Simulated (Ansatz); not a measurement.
Basis-set extrapolation for CH3AlCl2S (`C[S][Al]([Cl])[Cl]`) (PBE0-D4/def2-TZVP geometry, frozen core, the Gaussian-basis code of Ansatz). Multiplicity 1, RHF reference.

|  | def2-TZVPP | def2-QZVPP |
| --- | --- | --- |
| HF | -1598.322523 | -1598.367834 |
| MP2 correlation | -0.793675 | -0.867113 |
| CCSD(T) correlation | -0.891350 | not run |

Energies in hartree. Use E(X) = E(∞) + A·exp(−7.88·√X) for Hartree–Fock and E(X) = E(∞) + B·X^(−2.97) for correlation, with X = 3 and 4, and add CCSD(T) minus MP2 of the smaller set to the MP2 limit.

Task: What is the CCSD(T) energy at the basis-set limit?

Result: HF limit: -1598.367834 + (-0.045311) × 0.13774 = -1598.37408. MP2 limit: -0.867113 + (-0.073438) × 0.74074 = -0.92151. Higher-order term: -0.891350 − (-0.793675) = -0.09767. Total: -1599.39326 hartree, 112.6 kcal/mol below CCSD(T)/def2-TZVPP.
